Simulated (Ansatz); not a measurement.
`B[SiH2]N` + `O[BH][AlH2]` → `B[SiH2][B](O)[AlH2]` + NH₃  (formal exchange of groups at the Si–N bond)

Gas-phase electronic energies from Ansatz, PBE0-D4/def2-TZVP geometries. CCSD(T)/CBS adds triple-zeta CCSD(T) − MP2 to the extrapolated MP2 energy (def2 sets, frozen cores). This one scheme is used for every species. Each species was taken in one conformer, which may not be the lowest.

`B[SiH2]N`:

```xyz
9

B     1.018   -0.684   -1.090
Si   -0.356   -0.386    0.336
N    -0.736    1.285    0.519
H     1.733    0.188   -1.494
H     1.194   -1.781   -1.535
H     0.227   -1.055    1.553
H    -1.631   -1.109    0.065
H    -1.456    1.577    1.162
H     0.006    1.965    0.482
```

`O[BH][AlH2]`:

Z-matrix (Å, degrees):
```
B
Al 1 2.147
O 1 1.358 2 119.1
H 1 1.212 2 123.6 3 -180.0
H 2 1.595 1 121.6 3 91.6
H 2 1.595 1 121.6 3 -90.9
H 3 0.962 1 113.8 2 -180.0
```

`B[SiH2][B](O)[AlH2]`:

Cartesian coordinates in Å:
```
B -1.882 1.147 0.505
Si -0.828 -0.473 0.195
B 1.200 -0.050 0.493
O 1.854 0.377 1.580
Al 1.484 -0.634 -1.511
H -2.370 1.329 1.583
H -1.904 2.034 -0.294
H -1.192 -1.743 0.879
H -0.670 -0.844 -1.283
H 1.315 0.554 2.356
H 1.295 0.472 -2.640
H 1.698 -2.170 -1.862
```

NH₃:

Z-matrix (Å, degrees):
```
N
H 1 1.013
H 1 1.013 2 107.1
H 1 1.013 2 107.1 3 -114.5
```

```tsv
species	CCSD/def2-TZVPP energy (Eh)
`B[SiH2]N`	-372.07996
`O[BH][AlH2]`	-344.30284
`B[SiH2][B](O)[AlH2]`	-659.88800
NH₃	-56.46834
```

**Question.** Work out ΔE.

**Answer.** ΔE = (-659.88800) + (-56.46834) − (-372.07996) − (-344.30284) = 0.02646 Eh = +69.5 kJ/mol. CCSD(T)/CBS gives +57.8 kJ/mol.

Largest T1 diagnostic among the species: 0.020, so the coupled-cluster value is less sure than usual.

From PBE to PBE0 (25 % exact exchange), in def2-TZVPP and without D4, ΔE moves by +19.7 kJ/mol. In def2-TZVPP, CCSD(T) changes the Hartree–Fock value by −56.3 kJ/mol (the triples alone add −11.2 kJ/mol) and MP2 by −47.2 kJ/mol. The D4 term adds −7.9 kJ/mol with B3LYP and −4.6 kJ/mol with PBE0; it sums over pairs of atoms, weighted by their polarisabilities, and B3LYP, whose exchange is more repulsive, gets the larger term.

B3LYP here is the variant with VWN-RPA as its local correlation; programs differ in this.
